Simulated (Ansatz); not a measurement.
Conformers of F₂H₂MoO₃ (`[O]=[Mo]([OH])([OH])([F])[F]`), each relaxed with PBE0-D4/def2-TZVP in Ansatz. CBS adds the triple-zeta coupled-cluster correction to the MP2 limit.

Elements past krypton have def2 core potentials. Outer-core shells of Mo are correlated without core-valence functions. Spin–orbit coupling is left out.

Not all of them had a frequency check.

Conformer A:

Cartesian coordinates in Å:
```
O 0.481 1.685 0.894
Mo 0.269 0.296 0.030
O -0.813 0.799 -1.395
O 0.938 -1.042 1.132
F -1.370 -0.492 0.590
F 1.733 0.170 -1.077
H -1.659 0.386 -1.588
H 0.421 -1.801 1.414
```

Conformer B:

Z-matrix (Å, degrees):
```
Mo
O 1 1.873
O 1 1.870 2 90.3
F 1 1.844 2 85.0 3 -157.4
O 1 1.649 2 109.5 3 99.5
F 1 1.864 2 138.0 3 -83.6
H 2 0.962 1 119.9 3 -36.1
H 3 0.962 1 125.3 2 -87.0
```

(1) Which is lowest in electronic energy at CCSD(T)/CBS (frozen core, def2 sets), and by how much? (An estimate is asked.)

(2) Give the energies relative to A (kJ/mol) with r2SCAN-D4/def2-TZVPP, PBE0-D4/def2-TZVPP, B3LYP-D4/def2-TZVPP, B2PLYP/def2-TZVPP, r2SCAN/def2-TZVPP, PBE0/def2-TZVPP, B3LYP/def2-TZVPP. (An estimate is asked.)

## Answers

(1) Computed: A; B lies 9.3 kJ/mol higher.

(2) The calculation gave: 
| level | B |
| --- | --- |
| r2SCAN-D4/def2-TZVPP | 9.3 |
| PBE0-D4/def2-TZVPP | 9.0 |
| B3LYP-D4/def2-TZVPP | 8.9 |
| B2PLYP/def2-TZVPP | 9.1 |
| r2SCAN/def2-TZVPP | 9.3 |
| PBE0/def2-TZVPP | 9.1 |
| B3LYP/def2-TZVPP | 9.0 |

B3LYP here is the variant with VWN-RPA as its local correlation; programs differ in this.
